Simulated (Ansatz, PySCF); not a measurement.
HfF₃Cl, SMILES [F][Hf]([F])([F])[Cl], multiplicity 1. Atoms are numbered in the order given.

```xyz
5

Hf     0.0000     0.0000    -0.1762
F     -1.5505     0.8952    -0.8303
F      1.5505     0.8952    -0.8303
F      0.0000    -1.7904    -0.8304
Cl     0.0000     0.0001     2.1821
```

Geometry: B3LYP-D3(BJ)/def2-SVP. The multiplicity is an assumed one; no other spin state was optimised. The structure was generated by enumeration; whether it is a known compound was not checked. The def2 effective core potentials stand for the cores of Hf; spin–orbit coupling is left out.

Two levels are set side by side: PBE-D3(BJ)/def2-SVP (Ansatz, an electronic-structure program) and B3LYP-D3(BJ)/def2-SVP (Ansatz). Each level has its own optimised geometry; the coordinates shown are those of the second. Frequencies come from the Hessian of PySCF at each geometry. Differences are taken from unrounded values.

| quantity | B3LYP-D3(BJ) | PBE-D3(BJ) | PBE-D3(BJ) minus B3LYP-D3(BJ) |
|---|---|---|---|
| mean bond length (Å) | 2.019 | 2.022 | 0.002 |
| bond Hf1–F2 (Å) | 1.906 | 1.910 | 0.004 |
| bond Hf1–F3 (Å) | 1.906 | 1.910 | 0.004 |
| bond Hf1–F4 (Å) | 1.906 | 1.910 | 0.004 |
| bond Hf1–Cl5 (Å) | 2.358 | 2.357 | -0.001 |
| highest harmonic wavenumber (cm⁻¹) | 680 | 665 | -15 |
| mean harmonic wavenumber (cm⁻¹) | 349 | 342 | -7 |
| zero-point energy (kcal/mol) | 4.49 | 4.39 | -0.09 |
